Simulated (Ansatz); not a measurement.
Relaxation of C2H5NaSi (9 atoms, charge 0, multiplicity 1), to a largest force component of 0.02 eV/Å in at most 50 steps.

These are results of Ansatz, RKS PBE-D4/def2-SVP, not measurements.

```xyz
9
Properties=species:S:1:pos:R:3
C -0.710 1.541 -0.276
Si -0.247 -0.118 -0.640
C 0.717 -0.912 0.813
Na -0.771 -1.486 -2.922
H -1.261 2.148 -0.979
H -0.474 2.040 0.653
H -0.887 -0.893 -1.672
H 1.015 -1.939 0.600
H 1.619 -0.347 1.033
```

Q: Where does it end, and by what steps?

A: The forces met the threshold. After 21 steps the energy has fallen by 3.781 eV; Na4 moved furthest, 2.42 Å. Parted: Na4–H7. Joined: C1–Na4, C3–Na4.

```tsv
step	energy less start (eV)	largest force component (eV/Å)	accepted
0	0.0000	5.190	yes
1	-1.3086	2.758	yes
2	-1.9800	1.690	yes
3	-2.1813	0.568	yes
4	-2.2968	0.750	yes
5	-2.4151	0.562	yes
6	-2.5574	0.491	yes
7	-2.7256	0.396	yes
8	-2.9069	0.350	yes
9	-3.0983	0.370	yes
10	-3.2733	0.359	yes
11	-3.4130	0.262	yes
12	-3.5168	0.193	yes
13	-3.5840	0.467	yes
14	-3.6466	0.242	yes
15	-3.6962	0.160	yes
16	-3.7416	0.153	yes
17	-3.7745	0.110	yes
18	-3.7783	0.092	yes
19	-3.7809	0.039	yes
20	-3.7808	0.044	no
21	-3.7813	0.001	yes
```

```xyz
9
Properties=species:S:1:pos:R:3
C -0.850 1.319 -0.778
Si -0.709 -0.282 -0.006
C 0.875 -1.083 0.159
Na 0.926 0.055 -2.156
H -1.854 1.720 -1.000
H -0.132 2.115 -0.491
H -1.905 -1.193 -0.139
H 0.912 -2.131 0.502
H 1.739 -0.489 0.522
```

Whether the end is a true minimum wasn't checked by a vibrational analysis.

Time of the run: 38 s on 2 threads of Arm Neoverse V2, with other jobs on the host, peak memory 0.16 GiB.
